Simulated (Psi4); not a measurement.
MoS₄ (SMILES [S]=[Mo-2](=[S])(=[S])=[S]), charge -2, singlet, at a GFN2-xTB geometry (such geometries of metal compounds can be far from the true shape) (core potentials on Mo) (a gas-phase anion, which may not be bound at this level), with bond 2-1 at 1.3 times its length; Psi4 with PBE/def2-TZVP.

Here is a job for Psi4.
```
memory 2 GB

molecule {
-2 1
  Mo    0.00000000   -0.00000000   -0.00000000
  S     1.73378039   -0.75366577   -2.15826585
  S     1.16980167    0.14940601    1.86556094
  S    -0.92468172    1.95352237   -0.44697852
  S    -1.57879717   -1.52318548    0.24162208
}

set basis def2-tzvp
set guess gwh

energy('pbe')
print_variables()
```

It wrote (shortened):

```
   => Loading Basis Set <=

    Name: DEF2-TZVP
    Role: ORBITAL
    Keyword: BASIS

    !!!  WARNING: ECP capability is in beta. Please check occupations closely.  !!!

         ---------------------------------------------------------
                                   SCF
               by Justin Turney, Rob Parrish, Andy Simmonett
                          and Daniel G. A. Smith
                              RKS Reference
         ---------------------------------------------------------

  ==> Geometry <==

    Molecular point group: c1
    Full point group: C1

    Geometry (in Angstrom), charge = -2, multiplicity = 1:

       Center              X                  Y                   Z               Mass
    ------------   -----------------  -----------------  -----------------  -----------------
         MO          -0.056654050234     0.024627235555     0.070524791749    97.905404820000
         S            1.677126339766    -0.729038534445    -2.087741058251    31.972071174400
         S            1.113147619766     0.174033245555     1.936085731749    31.972071174400
         S           -0.981335770234     1.978149605555    -0.376453728251    31.972071174400
         S           -1.635451220234    -1.498558244445     0.312146871749    31.972071174400

  Running in c1 symmetry.

  Rotational constants: A =      0.04059  B =      0.03237  C =      0.03237 [cm^-1]
  Rotational constants: A =   1216.89418  B =    970.43244  C =    970.43244 [MHz]
  Nuclear repulsion =  412.839634232948185

  Charge       = -2
  Multiplicity = 1
  Electrons    = 80
  Nalpha       = 40
  Nbeta        = 40

  ==> Algorithm <==

  SCF Algorithm Type is DF.
  DIIS enabled.
  MOM disabled.
  Fractional occupation disabled.
  Guess Type is GWH.
  Energy threshold   = 1.00e-06
  Density threshold  = 1.00e-06
  Integral threshold = 1.00e-12

  ==> Primary Basis <==

  Basis Set: DEF2-TZVP
    Blend: DEF2-TZVP
    Number of shells: 66
    Number of basis functions: 188
    Number of Cartesian functions: 214
    Spherical Harmonics?: true
    Max angular momentum: 3

  Core potential: DEF2-TZVP
    Number of shells: 4
    Number of ECP primitives: 14
    Number of ECP core electrons: 28
    Max angular momentum: 3

  ==> DFT Potential <==

   => LibXC <=

    Version 7.1.2
    S. Lehtola, C. Steigemann, M. J. T. Oliveira, and M. A. L. Marques,  SoftwareX 7, 1–5 (2018) (10.1016/j.softx.2017.11.002)

   => Composite Functional: PBE <=

[...]
   @DF-RKS iter  20: -1660.57811774973788   -8.38198e-05   1.30341e-04 ADIIS/DIIS
   @DF-RKS iter  21: -1660.57843803920150   -3.20289e-04   6.45787e-05 DIIS
   @DF-RKS iter  22: -1660.57854656804511   -1.08529e-04   5.74013e-06 DIIS
   @DF-RKS iter  23: -1660.57854704863666   -4.80592e-07   3.17305e-06 DIIS
   @DF-RKS iter  24: -1660.57854730034705   -2.51710e-07   5.57909e-07 DIIS
  Energy and wave function converged.

  ==> Post-Iterations <==

   Electrons on quadrature grid:
      Ntotal   =   80.0000003984 ; deviation = 3.984e-07

    Orbital Energies [Eh]
    ---------------------

    Doubly Occupied:

[...]
      40A      0.125908

    Virtual:

[...]
     188A     85.814667

    Final Occupation by Irrep:
              A
    DOCC [    40 ]
    NA   [    40 ]
    NB   [    40 ]

  @DF-RKS Final Energy: -1660.57854730034705

   => Energetics <=

    Nuclear Repulsion Energy =            412.8396342329481854
    One-Electron Energy =               -3167.1228771544310803
    Two-Electron Energy =                1203.9470802896566966
    DFT Exchange-Correlation Energy =    -110.2423846685209980
    Empirical Dispersion Energy =           0.0000000000000000
    VV10 Nonlocal Energy =                  0.0000000000000000
    Total Energy =                      -1660.5785473003470543

Computation Completed

Properties will be evaluated at   0.000000,   0.000000,   0.000000 [a0]

Properties computed using the SCF density matrix

 Multipole Moments:

 ------------------------------------------------------------------------------------
     Multipole            Electronic (a.u.)      Nuclear  (a.u.)        Total (a.u.)
 ------------------------------------------------------------------------------------

 L = 1.  Multiply by 2.5417464519 to convert [e a0] to [Debye]
 Dipole X            :         -4.7926051            3.7466368           -1.0459684
 Dipole Y            :          2.0832582           -1.6286445            0.4546138
 Dipole Z            :          5.9658636           -4.6639345            1.3019291
 Magnitude           :                                                    1.7308214

 ------------------------------------------------------------------------------------

  Variable Map:
  ----------------------------------------------------------------------------
[...]
  Array Variable Map:
  ----------------------------------------------------------------------------
[...]
[...]
```
